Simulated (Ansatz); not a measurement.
A short molecular-dynamics run on C2H6ClFSi (`CC(F)([SiH3])Cl`).

```yaml
crystal:
  periodic: [false, false, false]
  atoms:
    - {symbol: C, position_ang: [-0.526106, 0.249639, 1.314559]}
    - {symbol: C, position_ang: [0.248666, 0.573083, 0.066252]}
    - {symbol: F, position_ang: [1.529241, 0.934825, 0.424829]}
    - {symbol: Si, position_ang: [0.346875, -0.817971, -1.243871]}
    - {symbol: Cl, position_ang: [-0.496366, 1.992393, -0.751208]}
    - {symbol: H, position_ang: [-0.534008, 1.113158, 1.982648]}
    - {symbol: H, position_ang: [-1.554126, -0.017027, 1.068104]}
    - {symbol: H, position_ang: [-0.052666, -0.592019, 1.825813]}
    - {symbol: H, position_ang: [0.995939, -1.999856, -0.618392]}
    - {symbol: H, position_ang: [-1.035819, -1.161411, -1.655591]}
    - {symbol: H, position_ang: [1.143869, -0.331915, -2.392546]}
basis:
  gaussian: {orbitals: "6-31G*"}
hamiltonian: {xc: {name: PBE}, dispersion: d3bj}
md: {timestep: 1 fs, n_steps: 50, ensemble: nvt_nose_hoover, temperature: 1500, initial_velocities: maxwell_boltzmann, seed: 24}
```

```sh
$ ansatz run in.yaml --threads 4 --pin off --events-out ev --progress --plain --max-ram 10444MiB
```

| step | time (fs) | potential energy (eV) | kinetic (eV) | T (K) | conserved (eV) |
| --- | --- | --- | --- | --- | --- |
| 0 | 0.0 | -25273.0200 | 1.7450 | 1500 | -25271.2749 |
| 1 | 1.0 | -25272.9013 | 1.6294 | 1401 | -25271.2720 |
| 2 | 2.0 | -25272.5688 | 1.3122 | 1128 | -25271.2567 |
| 3 | 3.0 | -25272.2532 | 1.0085 | 867 | -25271.2448 |
| 4 | 4.0 | -25272.1334 | 0.8871 | 763 | -25271.2465 |
| 5 | 5.0 | -25272.1914 | 0.9365 | 805 | -25271.2553 |
| 6 | 6.0 | -25272.2920 | 1.0301 | 885 | -25271.2627 |
| 7 | 7.0 | -25272.3116 | 1.0466 | 900 | -25271.2662 |
| 8 | 8.0 | -25272.1971 | 0.9369 | 805 | -25271.2619 |
| 9 | 9.0 | -25272.0288 | 0.7834 | 673 | -25271.2477 |
| 10 | 10.0 | -25272.0175 | 0.7763 | 667 | -25271.2441 |
| 11 | 11.0 | -25272.2060 | 0.9475 | 814 | -25271.2619 |
| 12 | 12.0 | -25272.3533 | 1.0895 | 936 | -25271.2682 |
| 13 | 13.0 | -25272.3467 | 1.0914 | 938 | -25271.2609 |
| 14 | 14.0 | -25272.2769 | 1.0290 | 884 | -25271.2546 |
| 15 | 15.0 | -25272.2392 | 0.9928 | 853 | -25271.2542 |
| 16 | 16.0 | -25272.2466 | 0.9977 | 858 | -25271.2578 |
| 17 | 17.0 | -25272.2520 | 1.0013 | 861 | -25271.2611 |
| 18 | 18.0 | -25272.2120 | 0.9622 | 827 | -25271.2616 |
| 19 | 19.0 | -25272.1212 | 0.8732 | 751 | -25271.2610 |
| 20 | 20.0 | -25272.0069 | 0.7677 | 660 | -25271.2536 |
| 21 | 21.0 | -25271.9911 | 0.7594 | 653 | -25271.2474 |
| 22 | 22.0 | -25272.1350 | 0.8877 | 763 | -25271.2645 |
| 23 | 23.0 | -25272.2017 | 0.9478 | 815 | -25271.2729 |
| 24 | 24.0 | -25272.0480 | 0.8063 | 693 | -25271.2625 |
| 25 | 25.0 | -25271.8014 | 0.5734 | 493 | -25271.2503 |
| 26 | 26.0 | -25271.6439 | 0.4232 | 364 | -25271.2441 |
| 27 | 27.0 | -25271.6735 | 0.4532 | 390 | -25271.2448 |
| 28 | 28.0 | -25271.8811 | 0.6559 | 564 | -25271.2510 |
| 29 | 29.0 | -25272.1694 | 0.9370 | 805 | -25271.2604 |
| 30 | 30.0 | -25272.3933 | 1.1546 | 993 | -25271.2697 |
| 31 | 31.0 | -25272.4226 | 1.1869 | 1020 | -25271.2701 |
| 32 | 32.0 | -25272.2755 | 1.0581 | 910 | -25271.2552 |
| 33 | 33.0 | -25272.1655 | 0.9549 | 821 | -25271.2515 |
| 34 | 34.0 | -25272.1615 | 0.9456 | 813 | -25271.2597 |
| 35 | 35.0 | -25272.1574 | 0.9439 | 811 | -25271.2604 |
| 36 | 36.0 | -25272.1190 | 0.9101 | 782 | -25271.2590 |
| 37 | 37.0 | -25272.0560 | 0.8526 | 733 | -25271.2565 |
| 38 | 38.0 | -25271.9959 | 0.7979 | 686 | -25271.2541 |
| 39 | 39.0 | -25271.9645 | 0.7695 | 661 | -25271.2540 |
| 40 | 40.0 | -25271.9579 | 0.7643 | 657 | -25271.2555 |
| 41 | 41.0 | -25271.9521 | 0.7601 | 653 | -25271.2569 |
| 42 | 42.0 | -25271.9295 | 0.7411 | 637 | -25271.2564 |
| 43 | 43.0 | -25271.9159 | 0.7387 | 635 | -25271.2483 |
| 44 | 44.0 | -25272.0367 | 0.8671 | 745 | -25271.2441 |
| 45 | 45.0 | -25272.3313 | 1.1481 | 987 | -25271.2623 |
| 46 | 46.0 | -25272.5548 | 1.3663 | 1174 | -25271.2733 |
| 47 | 47.0 | -25272.5360 | 1.3588 | 1168 | -25271.2682 |
| 48 | 48.0 | -25272.3416 | 1.1809 | 1015 | -25271.2575 |
| 49 | 49.0 | -25272.1434 | 0.9989 | 859 | -25271.2464 |
| 50 | 50.0 | -25272.1109 | 0.9731 | 836 | -25271.2444 |

Velocities are drawn at the set temperature; a run this short doesn't reach equilibrium.

Frames (Å, forces in eV/Å):

```xyz
11
time=0.0 fs
C    -0.526    0.250    1.315   -0.052   -0.037   -0.003
C     0.249    0.573    0.066   -0.031   -0.347   -0.035
F     1.529    0.935    0.425    0.625    0.101    0.181
Si    0.347   -0.818   -1.244   -0.010   -0.010    0.041
Cl   -0.496    1.992   -0.751   -0.355    0.628   -0.353
H    -0.534    1.113    1.983    0.001    0.278    0.242
H    -1.554   -0.017    1.068   -0.355   -0.100   -0.033
H    -0.053   -0.592    1.826    0.147   -0.269    0.179
H     0.996   -2.000   -0.618    0.122   -0.211    0.081
H    -1.036   -1.161   -1.656   -0.232   -0.094   -0.106
H     1.144   -0.332   -2.393    0.140    0.061   -0.194
11
time=3.0 fs
C    -0.539    0.303    1.315   -1.174   -2.486    0.234
C     0.249    0.548    0.072    0.154    1.191   -0.426
F     1.551    0.914    0.428    0.019   -0.057   -0.018
Si    0.357   -0.821   -1.254   -2.420    1.756   -1.186
Cl   -0.509    2.001   -0.744   -0.069    0.471   -0.437
H    -0.623    1.252    1.993   -0.083   -1.819   -1.002
H    -1.556   -0.279    0.974    1.777    1.946    1.045
H     0.046   -0.589    1.743   -0.608    1.255    0.503
H     0.933   -1.856   -0.593    1.500   -2.776    1.551
H    -1.091   -1.220   -1.631    0.756    0.238    0.050
H     1.186   -0.452   -2.410    0.149    0.281   -0.312
11
time=6.0 fs
C    -0.560    0.340    1.317    0.067   -4.007   -1.098
C     0.250    0.530    0.076    0.371    2.169   -0.549
F     1.572    0.893    0.431   -0.530   -0.142   -0.205
Si    0.360   -0.820   -1.266   -0.836   -0.750    0.264
Cl   -0.523    2.010   -0.737    0.145    0.359   -0.535
H    -0.719    1.254    1.930   -0.150   -0.753   -0.211
H    -1.425   -0.387    0.963    0.538    2.112    1.003
H     0.100   -0.490    1.707   -0.378    0.869    1.274
H     0.976   -1.907   -0.462    0.166   -0.421   -0.056
H    -1.087   -1.260   -1.603    0.796    0.306   -0.030
H     1.238   -0.549   -2.451   -0.189    0.258    0.143
11
time=9.0 fs
C    -0.578    0.350    1.311    3.787   -1.615   -1.076
C     0.254    0.528    0.075    0.603    2.301   -0.596
F     1.591    0.872    0.433   -0.939   -0.104   -0.321
Si    0.361   -0.821   -1.278    1.143   -1.965    1.595
Cl   -0.535    2.021   -0.732    0.306    0.242   -0.550
H    -0.832    1.205    1.854   -0.570    1.488    0.908
H    -1.270   -0.340    1.027   -3.472   -1.586   -0.545
H     0.126   -0.323    1.779    0.417   -0.217    1.675
H     1.039   -2.006   -0.329   -0.716    1.139   -1.276
H    -1.021   -1.275   -1.579   -0.142    0.048   -0.279
H     1.274   -0.624   -2.481   -0.418    0.269    0.467
11
time=12.0 fs
C    -0.574    0.346    1.299    1.186   -1.134    1.348
C     0.263    0.543    0.070    0.535    1.581   -0.614
F     1.606    0.850    0.434   -1.087    0.079   -0.350
Si    0.365   -0.828   -1.285    1.870   -1.740    2.288
Cl   -0.547    2.032   -0.728    0.445    0.168   -0.483
H    -0.982    1.246    1.832    0.386   -0.449   -0.718
H    -1.353   -0.382    1.066   -0.502   -0.046    0.165
H     0.171   -0.161    1.979   -0.804    0.130   -0.021
H     1.045   -2.016   -0.299   -0.776    1.261   -1.389
H    -0.968   -1.287   -1.579   -1.014   -0.206   -0.463
H     1.278   -0.675   -2.474   -0.238    0.357    0.236
11
time=15.0 fs
C    -0.560    0.335    1.296   -1.788   -1.162    2.700
C     0.275    0.568    0.061    0.125    0.468   -0.458
F     1.616    0.828    0.433   -0.970    0.338   -0.325
Si    0.375   -0.840   -1.286    0.141   -0.890    1.860
Cl   -0.558    2.043   -0.725    0.589    0.141   -0.369
H    -1.103    1.262    1.759    1.038   -1.094   -1.129
H    -1.496   -0.443    1.110    2.457    1.516    0.443
H     0.154    0.006    2.179   -1.324   -0.079   -1.648
H     0.989   -1.924   -0.383   -0.168    0.214   -0.505
H    -0.990   -1.312   -1.615   -0.277    0.094   -0.250
H     1.262   -0.696   -2.449    0.175    0.454   -0.320
11
time=18.0 fs
C    -0.557    0.315    1.311   -1.159    0.006    0.889
C     0.287    0.597    0.048   -0.445   -0.799    0.029
F     1.622    0.808    0.430   -0.715    0.623   -0.285
Si    0.384   -0.854   -1.281   -2.326    1.821   -0.674
Cl   -0.568    2.055   -0.724    0.741    0.147   -0.270
H    -1.144    1.198    1.597    0.205    0.606   -0.199
H    -1.449   -0.390    1.188    1.494    0.003   -0.077
H     0.034    0.164    2.253   -0.025   -0.726   -0.883
H     0.925   -1.827   -0.498    1.354   -2.518    1.761
H    -1.035   -1.330   -1.673    0.669    0.410    0.080
H     1.259   -0.678   -2.448    0.209    0.426   -0.371
11
time=21.0 fs
C    -0.560    0.298    1.331    1.851    3.796   -1.752
C     0.297    0.620    0.036   -0.696   -1.983    0.586
F     1.625    0.791    0.427   -0.453    0.893   -0.293
Si    0.388   -0.864   -1.277   -1.262    0.963   -0.398
Cl   -0.576    2.067   -0.722    0.902    0.127   -0.259
H    -1.167    1.181    1.415   -0.463    1.057    0.450
H    -1.307   -0.363    1.257   -2.613   -3.741   -0.744
H    -0.084    0.265    2.265    1.586   -0.601    1.318
H     0.960   -1.913   -0.491    0.572   -1.083    0.681
H    -1.028   -1.314   -1.725    0.720    0.365    0.213
H     1.271   -0.624   -2.474   -0.144    0.207    0.197
11
time=24.0 fs
C    -0.556    0.303    1.342   -2.067    1.264   -0.847
C     0.302    0.629    0.028   -0.582   -2.468    0.935
F     1.625    0.778    0.422   -0.224    1.051   -0.349
Si    0.387   -0.871   -1.275    0.921   -0.571    0.858
Cl   -0.581    2.080   -0.722    1.059    0.069   -0.359
H    -1.220    1.233    1.273    0.246   -1.233    1.072
H    -1.303   -0.573    1.273    1.271    0.830   -0.194
H    -0.088    0.316    2.353    0.469   -0.183   -0.797
H     1.043   -2.092   -0.423   -0.672    1.244   -0.918
H    -0.966   -1.269   -1.761   -0.131    0.017    0.043
H     1.272   -0.553   -2.485   -0.291   -0.022    0.556
11
time=27.0 fs
C    -0.564    0.318    1.345   -1.490   -0.967   -0.327
C     0.303    0.621    0.027   -0.604   -2.208    1.117
F     1.624    0.769    0.415   -0.137    1.031   -0.353
Si    0.390   -0.879   -1.270    1.698   -0.559    1.323
Cl   -0.584    2.092   -0.722    1.138   -0.094   -0.337
H    -1.260    1.196    1.219   -0.134   -1.131    1.256
H    -1.224   -0.743    1.270    1.737    2.661    0.094
H    -0.047    0.350    2.385   -0.304   -0.054   -1.827
H     1.075   -2.176   -0.425   -0.908    1.702   -1.124
H    -0.914   -1.222   -1.794   -0.948   -0.289   -0.187
H     1.251   -0.482   -2.452   -0.049   -0.093    0.364
11
time=30.0 fs
C    -0.582    0.326    1.346    1.232   -1.440   -1.694
C     0.299    0.597    0.033   -0.919   -1.215    1.084
F     1.623    0.766    0.407   -0.221    0.849   -0.276
Si    0.397   -0.889   -1.261    0.230    0.032    0.743
Cl   -0.585    2.105   -0.724    1.151   -0.382   -0.197
H    -1.320    1.076    1.267   -1.467    0.678    0.652
H    -1.008   -0.705    1.273   -0.052    0.523    0.099
H    -0.022    0.380    2.278    0.464    0.239    0.145
H     1.033   -2.121   -0.520   -0.470    0.890   -0.516
H    -0.934   -1.197   -1.839   -0.303   -0.175    0.105
H     1.227   -0.418   -2.390    0.356    0.003   -0.146
11
time=33.0 fs
C    -0.592    0.329    1.335    1.155    2.820   -1.684
C     0.288    0.564    0.047   -1.172    0.170    0.496
F     1.621    0.766    0.397   -0.495    0.573   -0.118
Si    0.404   -0.898   -1.250   -2.274    2.833   -1.475
Cl   -0.582    2.117   -0.725    1.134   -0.660   -0.105
H    -1.481    0.988    1.374    0.295   -0.420    0.080
H    -0.798   -0.659    1.284   -1.533   -3.714    0.134
H     0.042    0.433    2.180    0.776    0.573    1.218
H     0.959   -2.006   -0.651    1.102   -2.193    1.279
H    -0.978   -1.187   -1.875    0.595    0.006    0.474
H     1.231   -0.354   -2.338    0.415    0.013   -0.299
11
time=36.0 fs
C    -0.594    0.345    1.313    0.718   -2.323    1.425
C     0.270    0.533    0.065   -0.888    1.116   -0.511
F     1.616    0.768    0.387   -0.910    0.307    0.048
Si    0.405   -0.899   -1.243   -1.741    2.501   -1.668
Cl   -0.577    2.127   -0.727    1.032   -0.825   -0.047
H    -1.621    0.871    1.486    1.905   -0.801   -0.672
H    -0.700   -0.835    1.310   -0.477    1.849    0.550
H     0.155    0.528    2.164   -1.197    0.089   -0.585
H     0.966   -2.054   -0.688    0.860   -1.692    0.997
H    -0.978   -1.177   -1.873    0.630    0.016    0.434
H     1.268   -0.290   -2.307    0.068   -0.237    0.029
11
time=39.0 fs
C    -0.590    0.346    1.300    1.776   -3.933    2.582
C     0.245    0.508    0.079   -0.276    1.513   -1.400
F     1.607    0.772    0.377   -1.291    0.093    0.154
Si    0.401   -0.893   -1.241    0.775   -0.178   -0.194
Cl   -0.569    2.135   -0.729    0.895   -0.949    0.023
H    -1.616    0.695    1.545    0.601    0.382   -0.877
H    -0.646   -0.891    1.380   -0.083    2.594    0.344
H     0.179    0.632    2.112   -1.384   -0.212   -0.453
H     1.041   -2.234   -0.643   -0.568    1.294   -0.375
H    -0.928   -1.167   -1.837   -0.232   -0.166   -0.038
H     1.311   -0.247   -2.275   -0.214   -0.439    0.234
11
time=42.0 fs
C    -0.574    0.320    1.305    1.809   -1.782    0.987
C     0.217    0.495    0.083    0.283    1.590   -1.917
F     1.592    0.777    0.368   -1.463   -0.044    0.203
Si    0.400   -0.887   -1.240    1.682   -0.895    0.527
Cl   -0.559    2.141   -0.731    0.789   -1.126    0.142
H    -1.571    0.551    1.532   -1.740    1.426   -0.658
H    -0.599   -0.749    1.481    0.352   -1.008    0.429
H     0.096    0.727    2.033    0.257    0.536    1.343
H     1.075   -2.319   -0.624   -0.887    1.981   -0.636
H    -0.898   -1.172   -1.803   -0.917   -0.316   -0.449
H     1.339   -0.239   -2.225   -0.165   -0.363    0.030
11
time=45.0 fs
C    -0.546    0.283    1.317   -1.007    1.965    1.328
C     0.192    0.493    0.073    0.786    1.286   -1.541
F     1.571    0.781    0.359   -1.278   -0.086    0.124
Si    0.402   -0.884   -1.237    0.231   -0.922    0.283
Cl   -0.547    2.144   -0.733    0.660   -1.295    0.328
H    -1.635    0.514    1.456    0.668    0.453   -0.915
H    -0.523   -0.700    1.628    0.586   -2.903    0.738
H     0.019    0.862    2.049   -0.091    0.303    0.588
H     1.036   -2.241   -0.656   -0.577    1.357   -0.299
H    -0.936   -1.200   -1.803   -0.104   -0.089   -0.206
H     1.354   -0.260   -2.175    0.127   -0.068   -0.427
11
time=48.0 fs
C    -0.524    0.257    1.341   -1.222    0.000    3.058
C     0.172    0.500    0.053    1.079    0.887   -0.267
F     1.543    0.785    0.351   -0.771   -0.037   -0.041
Si    0.406   -0.883   -1.234   -2.072    1.446   -1.332
Cl   -0.533    2.144   -0.734    0.473   -1.322    0.449
H    -1.656    0.516    1.309    1.606   -0.609   -0.147
H    -0.403   -0.847    1.817   -0.079    2.217   -1.258
H    -0.066    1.015    2.113   -0.728   -1.247   -1.086
H     0.955   -2.061   -0.707    0.803   -1.599    1.090
H    -0.983   -1.237   -1.821    0.762    0.190    0.097
H     1.378   -0.289   -2.158    0.149    0.075   -0.563
11
time=50.0 fs
C    -0.514    0.240    1.368   -0.427    0.135    1.794
C     0.163    0.508    0.038    1.149    0.598    0.759
F     1.523    0.788    0.345   -0.279    0.063   -0.145
Si    0.405   -0.880   -1.234   -2.597    2.797   -2.315
Cl   -0.523    2.142   -0.734    0.327   -1.269    0.480
H    -1.598    0.494    1.199    0.455   -0.843    0.457
H    -0.321   -0.866    1.895   -0.484    2.681   -1.623
H    -0.156    1.067    2.112   -0.358   -1.357   -1.011
H     0.929   -1.997   -0.698    1.468   -3.014    1.818
H    -0.983   -1.254   -1.830    0.840    0.232    0.120
H     1.402   -0.306   -2.174   -0.094   -0.022   -0.334
```

Run time 55 s (4 threads of an Arm Neoverse V2 on a shared host); peak host memory 0.49 GiB.
